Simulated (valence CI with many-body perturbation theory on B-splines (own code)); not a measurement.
# Pm54+: calculated level list

Method: relativistic CI+MBPT: five valence electrons over a frozen Dirac-Fock core [He], a basis of 11 s, 11 p, 10 d, 8 f, 5 g, 2 h functions for each j, with the one-electron correlation potential Σ1, the two-electron term Σ2, the three-electron term Σ3, Breit, model QED; selected CI, second order for the rest, scaled by the run's own slope (own B-spline code, finite nucleus).

The last digits are not significant, and no measured levels were compared; by estimate large intervals hold to a few tenths of a per cent, small ones and those within an open d or f shell to about a per cent. Among the levels kept, up to 7300 cm⁻¹ of a level comes from second order outside the variational space, and about a tenth of that is noise between levels of different J, which matters for small intervals.

Levels 136 to 180 of 197, with energies above the lowest level, (2s^2 2p1/2^2 2p3/2) J=3/2. "Leading %" is the weight of the configuration and term that name the level; weights of strongly mixed levels are sums over their largest components and can fall short. In the jj column 3d3/2^4 stands for four electrons in 3d with j = 3/2.

```csv
No.,Configuration,Term,J,E (eV),Leading %,g,Leading jj
136,2s 2p3 3p,4P,3/2,7621.4,32,1.400,2s 2p1/2 2p3/2^2 3p3/2 (99 %)
137,2s 2p3 3p,4P,5/2,7622.1,32,1.370,2s 2p1/2 2p3/2^2 3p3/2 (71 %)
138,2s 2p3 3d,4G°,7/2,7623.4,35,1.227,2s 2p1/2 2p3/2^2 3d3/2 (94 %)
139,2s 2p3 3p,2P,1/2,7635.3,71,0.734,2s 2p1/2 2p3/2^2 3p3/2 (98 %)
140,2s 2p3 3p,4P,3/2,7638.9,35,1.336,2s 2p1/2 2p3/2^2 3p3/2 (93 %)
141,2s 2p3 3p,2F,7/2,7643.0,79,1.171,2s 2p1/2 2p3/2^2 3p3/2 (99 %)
142,2s 2p3 3p,2P,1/2,7643.4,26,1.419,2s 2p1/2 2p3/2^2 3p3/2 (83 %)
143,2s 2p3 3p,2D,5/2,7648.2,40,1.266,2s 2p1/2 2p3/2^2 3p3/2 (96 %)
144,2s 2p3 3d,4G°,9/2,7649.1,60,1.293,2s 2p1/2 2p3/2^2 3d5/2 (74 %)
145,2p4 3s,2P,3/2,7650.3,22,1.198,2s 2p1/2 2p3/2^2 3p3/2 (60 %)
146,2s 2p3 3p,4D,5/2,7652.7,20,1.334,2s 2p1/2 2p3/2^2 3p3/2 (71 %)
147,2s 2p3 3d,2G°,9/2,7655.3,49,1.221,2s 2p1/2 2p3/2^2 3d3/2 (71 %)
148,2s 2p3 3d,4D°,7/2,7655.8,50,1.337,2s 2p1/2 2p3/2^2 3d5/2 (94 %)
149,2p4 3s,2P,3/2,7657.5,18,1.264,2s 2p1/2 2p3/2^2 3p3/2 (67 %)
150,2s 2p3 3p,2D,5/2,7660.3,27,1.316,2s 2p1/2 2p3/2^2 3p3/2 (66 %)
151,2s 2p3 3d,4F°,7/2,7661.3,43,1.268,2s 2p1/2 2p3/2^2 3d3/2 (93 %)
152,2s 2p3 3d,4P°,5/2,7661.9,37,1.372,2s 2p1/2 2p3/2^2 3d3/2 (91 %)
153,2s 2p3 3d,4P°,3/2,7665.7,35,1.592,2s 2p1/2 2p3/2^2 3d3/2 (91 %)
154,2s 2p3 3p,2P,1/2,7673.0,62,1.345,2s 2p1/2 2p3/2^2 3p3/2 (98 %)
155,2s 2p3 3d,4D°,1/2,7674.2,63,0.689,2s 2p1/2 2p3/2^2 3d5/2 (91 %)
156,2s 2p3 3p,2D,3/2,7680.4,43,1.071,2s 2p1/2 2p3/2^2 3p3/2 (85 %)
157,2s 2p3 3d,4D°,3/2,7685.1,36,1.135,2s 2p1/2 2p3/2^2 3d5/2 (75 %)
158,2s 2p3 3d,4D°,5/2,7685.6,54,1.257,2s 2p1/2 2p3/2^2 3d5/2 (88 %)
159,2s 2p3 3d,4G°,11/2,7690.5,100,1.254,2s 2p1/2 2p3/2^2 3d5/2 (100 %)
160,2s 2p3 3d,4F°,9/2,7693.6,63,1.234,2s 2p1/2 2p3/2^2 3d5/2 (97 %)
161,2s 2p3 3d,4F°,3/2,7703.8,54,0.719,2s 2p1/2 2p3/2^2 3d3/2 (78 %)
162,2p4 3s,2S,1/2,7706.3,51,1.901,2p1/2^2 2p3/2^2 3s (81 %)
163,2s 2p3 3d,2S°,1/2,7707.5,49,1.672,2s 2p1/2 2p3/2^2 3d5/2 (84 %)
164,2s 2p3 3d,2F°,5/2,7714.2,13,1.079,2s 2p1/2 2p3/2^2 3d3/2 (55 %)
165,2s 2p3 3d,2G°,7/2,7715.0,42,1.075,2s 2p1/2 2p3/2^2 3d5/2 (60 %)
166,2s 2p3 3d,2P°,3/2,7715.6,31,1.106,2s 2p1/2 2p3/2^2 3d3/2 (60 %)
167,2p4 3p,4D°,5/2,7717.9,14,1.098,2p1/2^2 2p3/2^2 3p1/2 (52 %)
168,2s 2p3 3d,4D°,1/2,7719.0,50,0.550,2s 2p1/2 2p3/2^2 3d3/2 (88 %)
169,2p4 3p,4P°,3/2,7719.7,23,1.471,2p1/2^2 2p3/2^2 3p1/2 (71 %)
170,2s 2p3 3d,2D°,3/2,7722.8,34,1.092,2s 2p1/2 2p3/2^2 3d5/2 (46 %)
171,2s 2p3 3d,2D°,5/2,7724.6,30,1.104,2s 2p1/2 2p3/2^2 3d3/2 (60 %)
172,2s 2p3 3d,2F°,7/2,7729.3,45,1.043,2s 2p1/2 2p3/2^2 3d3/2 (64 %)
173,2s 2p3 3d,2D°,5/2,7736.5,35,1.079,2s 2p1/2 2p3/2^2 3d5/2 (50 %)
174,2s 2p3 3d,4D°,1/2,7740.5,37,0.516,2s 2p1/2 2p3/2^2 3d3/2 (74 %)
175,2s 2p3 3d,2P°,3/2,7742.9,38,1.218,2s 2p1/2 2p3/2^2 3d3/2 (80 %)
176,2s 2p3 3d,2F°,5/2,7745.6,30,1.113,2s 2p1/2 2p3/2^2 3d3/2 (62 %)
177,2s 2p3 3d,2D°,3/2,7748.5,39,1.068,2s 2p1/2 2p3/2^2 3d3/2 (94 %)
178,2s 2p3 3d,2D°,5/2,7752.2,27,1.258,2s 2p1/2 2p3/2^2 3d5/2 (70 %)
179,2s 2p3 3d,2P°,1/2,7753.4,52,1.151,2s 2p1/2 2p3/2^2 3d3/2 (88 %)
180,2s 2p3 3d,4D°,7/2,7759.8,52,1.232,2s 2p1/2 2p3/2^2 3d5/2 (98 %)
```
